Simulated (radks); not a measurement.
Values are calculated unless marked as measured or tabulated.
Mn, configuration [Ar] 3d5 4s2. Code: a radial shooting solver on a logarithmic mesh with Libxc functionals. Model: non-relativistic Kohn-Sham, exchange-only B88, spin-polarised, spherical densities, point nucleus; open shells are filled with parallel spins first.

Normalised radial functions P(r) = r R(r), r in bohr:

```
   r/bohr * 4s down (the largest magnitude, 0.572, reaches the edge; | marks zero)
  0.00918                             | *
  0.01052                             | *
  0.01205                             |  *
  0.01381                             |  *
  0.01594                             |  *
  0.01827                             |  *
  0.02093                             |  *
  0.02398                             |   *
  0.02769                             |   *
  0.03172                             |   *
  0.03635                             |   *
  0.04164                             |  *
  0.04771                             |  *
   0.0551                             |  *
  0.06312                             | *
  0.07232                             |*
  0.08285                             *
  0.09569                           * |
   0.1096                          *  |
   0.1256                         *   |
   0.1439                        *    |
   0.1662                       *     |
   0.1904                      *      |
   0.2181                       *     |
   0.2499                        *    |
   0.2886                          *  |
   0.3307                             *
   0.3788                             |  *
    0.434                             |     *
   0.5012                             |        *
   0.5743                             |         *
   0.6579                             |          *
   0.7538                             |         *
   0.8636                             |      *
   0.9973                             |  *
    1.143                           * |
    1.309                     *       |
      1.5               *             |
    1.732          *                  |
    1.984      *                      |
    2.274   *                         |
    2.605  *                          |
    3.008  *                          |
    3.446    *                        |
    3.948       *                     |
    4.524          *                  |
    5.224              *              |
    5.985                  *          |
    6.857                      *      |
    7.856                        *    |
    9.073                          *  |
    10.39                            *|
    11.91                            *|
```

4s down: eigenvalue -3.649 eV, 3 radial nodes at r = 0.0805, 0.338, 1.07 bohr, <r> = 3.47 bohr, 90 % of the charge inside 5.38 bohr.
